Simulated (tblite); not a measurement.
C₃H₇NSi.
Atom-mapped SMILES: `[CH2:1]=[CH:2][SiH2:3][N:4]=[CH2:5]` (hydrogens: H6, H7 on C1; H8 on C2; H9, H10 on Si3; H11, H12 on C5)

Structure used (GFN2-xTB), in Å, numbered top down from 1:
```
atom  x, y, z in Å
C1    -2.2173    0.9029    0.1491
C2    -1.2319    0.1935    0.6733
Si3   -0.0229   -0.8627   -0.3095
N4     1.5145   -0.4364    0.3480
C5     2.5703    0.0285   -0.1223
H6    -2.3901    0.9366   -0.9151
H7    -2.9006    1.4859    0.7492
H8    -1.1079    0.1991    1.7492
H9    -0.2314   -0.6554   -1.7497
H10   -0.1295   -2.2809    0.0393
H11    3.4163    0.2075    0.5382
H12    2.7316    0.2806   -1.1757
```

Computed with GFN2-xTB (tblite): harmonic, unscaled wavenumbers at the GFN2-xTB geometry, gas phase. Errors from tens to a few hundred cm⁻¹ against measured bands are possible. Modes of hydrogen on silicon can be 10 to 20 % off. One conformer, not necessarily the lowest.

Harmonic wavenumbers (cm⁻¹): 36.8, 99.6, 164.9, 249.2, 302.8, 430.1, 461.5, 559.5, 584.1, 701.1, 721.4, 776.1, 792.2, 917.6, 999.0, 1008.6, 1028.8, 1142.9, 1267.4, 1425.1, 1455.7, 1674.6, 1770.4, 2186.0, 2246.8, 2858.1, 2963.3, 3036.2, 3066.8, 3093.2.

A = 10065, B = 2057, C = 1896 MHz; mass 85.035 u (most abundant isotopes); point group C1, symmetry number 1.

Question: What is the zero-point energy?

Answer: ½Σν̃ = 19010 cm⁻¹ = 54.35 kcal/mol.

Question: Entropy at 298.15 K, 1 bar (ideal gas, RRHO, classical rotation)?

Answer: Translation 39.26, rotation 26.51, vibration 18.69: S = 84.5 cal/(mol K).

Question: And Cp and H(298.15 K) − H(0)?

Answer: Cp = 27.34 cal/(mol K), of which vibrations give 19.39 (their classical limit is 30 R = 59.6); H(298.15 K) − H(0) = 5.26 kcal/mol without the zero-point energy, 2.89 from vibrations.

Question: How do the functions run with temperature in this model?

Answer: 
```csv
T (K),S (cal/(mol K)),Cp (cal/(mol K)),H − H(0) (kcal/mol),G − H(0) (kcal/mol),ln q(vib)
100,62.9,14.5,1.12,-5.17,1.30
200,74.9,20.9,2.88,-12.10,2.93
300,84.6,27.5,5.31,-20.08,4.57
500,101.2,37.8,11.90,-38.72,7.81
800,121.3,47.7,24.84,-72.23,12.39
1000,132.5,52.1,34.84,-97.63,15.20
```

q(vib) and H(0) count from the zero-point level.

Question: Blend soft modes into free rotors: weight 1/[1 + (100 cm⁻¹/ν̃)⁴] for the oscillator and the rest for a rotor with moment μB/(μ + B), μ = h/(8π²ν), B = 10⁻⁴⁴ kg m². What vibrational entropy results?

Answer: 16.84 cal/(mol K) in place of 18.69, which changes −T·S at 298.15 K by +0.55 kcal/mol.

Question: What must be added to the electronic energy to get the Gibbs energy at 298.15 K and 1 bar?

Answer: ZPE + [H(298.15 K) − H(0)] − T·S = 54.35 + 5.26 − 25.18 = 34.43 kcal/mol.

Question: Which modes carry the vibrational entropy at 298.15 K?

Answer: 36.8 cm⁻¹: 5.42; 99.6 cm⁻¹: 3.46; 164.9 cm⁻¹: 2.49; 249.2 cm⁻¹: 1.74; 302.8 cm⁻¹: 1.40; 430.1 cm⁻¹: 0.86 cal/(mol K); the other 24 give 3.31 together.

Hindered rotation and anharmonicity are outside this model. Other conformers, if any are populated, would add a mixing term that is left out. The structure is chiral; the term R ln 2 for an equal mix with its mirror image is left out.
